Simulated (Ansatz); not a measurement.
Reaction (atomization): `FC(F)[C@H]1O[C@H]1F` → 3 C• + 3 F• + 3 H• + O•

Isolated molecules relaxed with PBE0-D4/def2-TZVP in Ansatz; ΔE leaves out vibrations. CCSD(T)/CBS adds triple-zeta CCSD(T) − MP2 to the extrapolated MP2 energy (def2 sets, frozen cores). This one scheme is used for every species, atoms too. Functionals use def2-TZVPP. HSE06 is defined as in plane-wave codes. No spin–orbit coupling; open shells (•) take unrestricted orbitals. Spin–orbit coupling would lower the free atoms: a little for C, F, O. One conformer a species, not always the lowest.

```json
{"species": "`FC(F)[C@H]1O[C@H]1F`", "HSE06-D4 energy (Eh)": "-490.52905"}
{"species": "C•", "HSE06-D4 energy (Eh)": "-37.80300"}
{"species": "F•", "HSE06-D4 energy (Eh)": "-99.67211"}
{"species": "H•", "HSE06-D4 energy (Eh)": "-0.50075"}
{"species": "O•", "HSE06-D4 energy (Eh)": "-75.01518"}
```

Task: Work out ΔE.

Result: ΔE = 3 × (-37.80300) + 3 × (-99.67211) + 3 × (-0.50075) + (-75.01518) − (-490.52905) = 1.58629 Eh = +995.4 kcal/mol. CCSD(T)/CBS gives +982.6 kcal/mol.

Largest T1 diagnostic among the species: 0.012.

At CCSD(T), def2-SVP lies −47.6 kcal/mol from the extrapolated value and def2-TZVPP −27.7 kcal/mol: correlation converges slowly with the basis, and small sets miss more of it in the bonded molecule than in its fragments. In def2-TZVPP, CCSD(T) changes the Hartree–Fock value by +288.2 kcal/mol (the triples alone add +21.4 kcal/mol) and MP2 by +328.1 kcal/mol; breaking electron pairs costs correlation energy, which Hartree–Fock lacks.

For atomizations the MP2-based limit and the directly extrapolated one differ by several kJ/mol either way, and by 10 to 25 for some Ge, Se and Sn compounds, so smaller differences from it don't rank the levels.
